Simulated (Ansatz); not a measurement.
Reaction (formal exchange of groups at the Sc–N bond): `C[N](C)[Sc]([NH2])[NH2]` + CH₄ → `[CH3][Sc]([NH2])[NH2]` + `CNC`

Program: Ansatz. Geometries: PBE0-D4/def2-TZVP. ΔE: electronic, gas phase. CBS: MP2 limit from def2 TZ/QZ plus the TZ coupled-cluster correction, frozen cores. This one scheme is used for every species. DFT in def2-TZVPP. B3LYP here is the variant with VWN-RPA as its local correlation; programs differ in this. For Sc outer-core shells are correlated without core-valence functions, which leaves a few kJ/mol of doubt a bond. Scalar relativity is left out up to krypton. One conformer a species, not always the lowest.

(1) Is it downhill or uphill in electronic energy at CCSD(T)/CBS, and by how much? (Estimate.)

(2) What do these levels give: r2SCAN-D4, B3LYP-D4, r2SCAN, r2SCANh, SCS-MP2/def2-TZVPP, CCSD(T)/def2-TZVPP? (Best estimate.)

Largest T1 diagnostic among the species: 0.014.

## Answers

(1) Ansatz gave: Uphill: ΔE = +125.9 kJ/mol.

(2) Ansatz gave: r2SCAN-D4 130.0, B3LYP-D4 131.2, r2SCAN 128.2, r2SCANh 126.0, SCS-MP2/def2-TZVPP 130.6, CCSD(T)/def2-TZVPP 128.8 kJ/mol.

In def2-TZVPP, CCSD(T) changes the Hartree–Fock value by +17.9 kJ/mol (the triples alone add +4.6 kJ/mol) and MP2 by +23.1 kJ/mol. At CCSD(T), def2-SVP lies +15.5 kJ/mol from the extrapolated value and def2-TZVPP +2.9 kJ/mol.
